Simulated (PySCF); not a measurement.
Compound: C3H11AlOSi.
Atom-mapped SMILES: `[CH3:1][Si:2]([CH3:3])([CH3:4])[O:5][AlH2:6]` (hydrogens: H7, H8, H9 on C1; H10, H11, H12 on C3; H13, H14, H15 on C4; H16, H17 on Al6)

Jobs on this species (17 atoms, 64 electrons) with PySCF (density fitting). Hardware of each: Arm Neoverse N1, one thread, on a shared host. The host was shared with other jobs, so the times are rough. Peak memory is the resident size of the whole Python process, interpreter and libraries included.

```tsv
level and settings	work	basis functions	SCF cycles	wall time	peak memory
BHandHLYP/MINI	shieldings, charges and field gradients	49	?	?	?
PBE0/def2-SVPD	6 singlets by full TDDFT, 2 Tamm–Dancoff triplets, polarisability	219	?	?	?
PBE0/pcSseg-1, grid level 3	shieldings, charges and field gradients	171	13	51 s	0.82 GiB
PBE0/pcSseg-1	shieldings, charges and field gradients	171	13	42 s	0.79 GiB
PBE0/3-21G, grid level 4	1 singlet by TDA, 5 Tamm–Dancoff triplets, polarisability	84	13	23 s	0.55 GiB
```

Question: Fill in the missing figures.

Answer: 
- BHandHLYP/MINI; shieldings, charges and field gradients: 8.5 s, 0.43 GiB, 11 SCF cycles
- PBE0/def2-SVPD; 6 singlets by full TDDFT, 2 Tamm–Dancoff triplets, polarisability: 60 s, 0.89 GiB, 13 SCF cycles

Question: What do all jobs in the table cost together?

Answer: About 3.1 min; the longest takes about 33 % of that, and about 7.1 times as long as the shortest.
